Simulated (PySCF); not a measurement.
**Dipole moment and polarisability of `[H]/N=C/[C@@H]1CC[BH2-][N+]1(C)C`**

C6H15BN2.
Cartesian coordinates in Å at the PBE0-D3(BJ)/def2-SVP level; atoms count from 1:
```xyz
24
C6H15BN2 angstrom
C      0.8005   -1.6535   -0.5370
N      0.3963   -0.4372    0.1785
C      0.2924   -0.7204    1.6190
B     -1.0432    0.1560   -0.3828
C     -0.9482    1.6975    0.1256
C      0.5591    1.9771    0.3080
C      1.3151    0.7139   -0.1110
C      2.6735    0.5620    0.5161
N      3.6601    0.1334   -0.1545
H      1.7856   -2.0050   -0.1945
H      0.8398   -1.4350   -1.6102
H      0.0419   -2.4276   -0.3634
H      0.0021    0.1898    2.1568
H      1.2441   -1.1025    2.0201
H     -0.4937   -1.4704    1.7664
H     -1.9266   -0.5584    0.0794
H     -0.9531    0.0506   -1.6039
H     -1.4839    1.8874    1.0701
H     -1.3877    2.3816   -0.6153
H      0.8082    2.2264    1.3546
H      0.9272    2.8234   -0.2918
H      1.4520    0.6935   -1.2011
H      2.7469    0.8598    1.5815
H      4.5040    0.1033    0.4264
```

Level: CAM-B3LYP/def2-SVPD (PySCF), static field, nuclei fixed, core orbitals frozen in the response. The polarisability tensor in these axes (au):

```
x   113.12  -3.14  -0.71
y    -3.14  97.17   2.19
z    -0.71   2.19  91.44
```

Q: What are the eigenvalues, a third of the trace, and Δα (Δα² = ½Σ(αi − αj)² over the three pairs)?

A: Principal values 90.69, 97.26 and 113.77 au; mean 100.58 au = 14.90 Å³ = 16.58 × 10⁻⁴⁰ C²·m²/J; Δα = 20.60 au (20 % of the mean).

Q: What is the dipole moment, and where does it point?

A: (3.28, -0.83, 3.20) D, 4.66 D in size, pointing from the negative to the positive side. Measured along this direction, the outermost atoms are H19 and H17 at the negative end and H24 at the positive end.

Q: What depolarisation ratio follows for Rayleigh scattering of linearly polarised light, taking the static tensor?

A: ρ = 3Δα²/(45ᾱ² + 4Δα²) = 1272.5/(455198 + 1696.7) = 0.00279.

Q: Find the Langevin capture rate constant for H3+ (3.023 u) meeting this molecule (126.133 u), k = 2.342 × 10⁻⁹ cm³/s × √(α in Å³ / reduced mass in u).

A: The reduced mass is 2.95 u, so k = 5.26 × 10⁻⁹ cm³/s. The formula leaves out the permanent dipole, which adds to the capture rate.

Q: Sum over states: ᾱ = Σ f/ω², ω in Eh. What share falls to these 10 lowest TDDFT singlets (eV, f)? 5.13, 0.0024; 6.55, 0.0001; 6.73, 0.0057; 7.39, 0.0186; 7.39, 0.0213; 7.52, 0.0242; 7.61, 0.0302; 7.80, 0.1713; 7.93, 0.0270; 8.04, 0.0239.

A: They add up to 4.08 au, 4.1 % of the 100.58 au; the largest single term is 2.08 au, from the state at 7.80 eV. Terms in order: 0.07, 0.00, 0.09, 0.25, 0.29, 0.32, 0.39, 2.08, 0.32, 0.27 au. Higher excitations give the rest. The strengths listed sum to 0.325.

Q: What molar refraction does this α imply?

A: Lorentz–Lorenz: R = (4π/3)N_A α = 2.5225 cm³/(mol·Å³) × 14.90 Å³ = 37.6 cm³/mol, in the limit of long wavelengths.

Q: What would n − 1 = 2πNα be for an ideal gas of these molecules at 298.15 K and 1 atm, electronic part alone?

A: N = p/kT = 2.4615 × 10¹⁹ cm⁻³, so n − 1 = 2π × N × 14.90 × 10⁻²⁴ cm³ = 2305 × 10⁻⁶ at long wavelengths, for an ideal gas.

One conformer (not necessarily the lowest) at the PBE0-D3(BJ)/def2-SVP geometry, without solvent, vibrations or thermal averaging.
